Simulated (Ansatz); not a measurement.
C3H10B3O3 (SMILES CB1OB(C)[OH+]B(C)O1), charge +1, singlet, at a GFN2-xTB geometry; B3LYP5/STO-3G (Ansatz, a quantum-chemistry and plane-wave program).

Here is a job for Ansatz.
Ansatz 0.2 input:
```yaml
crystal:
  periodic: [false, false, false]
  atoms:
    - {symbol: C, position_ang: [1.55017480, 2.52376653, 0.43186327]}
    - {symbol: B, position_ang: [0.74441431, 1.20639358, 0.21146577]}
    - {symbol: O, position_ang: [-0.63297883, 1.19769932, 0.08470926]}
    - {symbol: B, position_ang: [-1.40764061, 0.15281059, -0.10721144]}
    - {symbol: C, position_ang: [-2.96598204, 0.14797066, -0.23653381]}
    - {symbol: O, position_ang: [-0.69256398, -1.12749516, -0.19046388]}
    - {symbol: B, position_ang: [0.76911319, -1.19419293, -0.06915601]}
    - {symbol: C, position_ang: [1.46627084, -2.58911906, -0.18322750]}
    - {symbol: O, position_ang: [1.35348684, -0.03089726, 0.11833668]}
    - {symbol: H, position_ang: [1.62532102, 3.08286401, -0.50051865]}
    - {symbol: H, position_ang: [2.56270630, 2.34106553, 0.77664846]}
    - {symbol: H, position_ang: [1.05399689, 3.19003835, 1.13286680]}
    - {symbol: H, position_ang: [-3.43049075, 0.35078071, 0.72812695]}
    - {symbol: H, position_ang: [-3.30896210, 0.94805819, -0.88868509]}
    - {symbol: H, position_ang: [-3.38149943, -0.78580665, -0.60502846]}
    - {symbol: H, position_ang: [-1.19421256, -1.94211873, -0.32808476]}
    - {symbol: H, position_ang: [0.78690927, -3.43516332, -0.12737374]}
    - {symbol: H, position_ang: [2.22242057, -2.71480915, 0.58851612]}
    - {symbol: H, position_ang: [2.00804252, -2.67012884, -1.12522737]}
basis:
  gaussian:
    orbitals: STO-3G
hamiltonian:
  xc: b3lyp5
total_charge: 1
```

The log (banner, timings and long lists left out):

```
Functional definition: B3LYP5
778 factors; integrals over basis functions are off by at most 1.1e-4 eV
mean field evaluation 1: about -11290.7230 eV, gradient 3.1e1 eV
mean field evaluation 2: about -11288.2646 eV, gradient 4.7e1 eV
mean field evaluation 4: about -11293.6192 eV, gradient 1.3e0 eV
mean field evaluation 8: about -11293.5073 eV, gradient 3.1e-2 eV
mean field -11293.50734710 eV, -415.0287399918 hartree, gradient 1.8e-5 eV, S^2 0.000000; 0 other end points of the search recorded, 0 dependent functions left out
reference -11293.50762713 eV, -415.0287502825 hartree; 33, 33 occupied and 22, 22 virtual orbitals, 778 factors
Total energy: -11293.50762713 eV, -415.0287502825 hartree
```
